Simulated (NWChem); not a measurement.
System: C4H6O; SMILES C=C=COC

The following NWChem deck was run.

```
start job
memory heap 200 mb stack 900 mb global 1100 mb
geometry units angstroms noautosym nocenter noautoz
  C      0.387214    -2.185163     0.000000
  C     -0.259333    -1.047083     0.000000
  C     -0.954306     0.068788     0.000000
  O     -0.477142     1.349723     0.000000
  C      0.937978     1.476503     0.000000
  H      0.673035    -2.689219     0.924202
  H      0.673035    -2.689219    -0.924202
  H     -2.041299     0.065015     0.000000
  H      1.149265     2.547429     0.000000
  H      1.375597     1.009062     0.891780
  H      1.375597     1.009062    -0.891780
end
basis spherical
  C library def2-svp
  O library def2-svp
  H library def2-svp
end
dft
  xc m05-2x
  iterations 150
end
cosmo
  do_cosmo_smd true
  solvent toluene
end
task dft energy
```

Coordinates come from a B3LYP/6-31G* (spherical d) optimisation. Solvent: toluene.

Level: M05-2X/def2-SVP with SMD (1 M gas to 1 M solution), gas-phase geometry.

Task: Give the results of this calculation. (M05-2X/def2-SVP, SMD on the gas-phase geometry.) Quantities: solvation free energy (kcal/mol); cavity-dispersion-structure term (kcal/mol); dipole in solution (D).

Result: 
```
Quantity                                     Result
-------------------------------------------  ------
solvation free energy (kcal/mol)               -2.7
cavity-dispersion-structure term (kcal/mol)    -0.5
dipole in solution (D)                         1.39
```
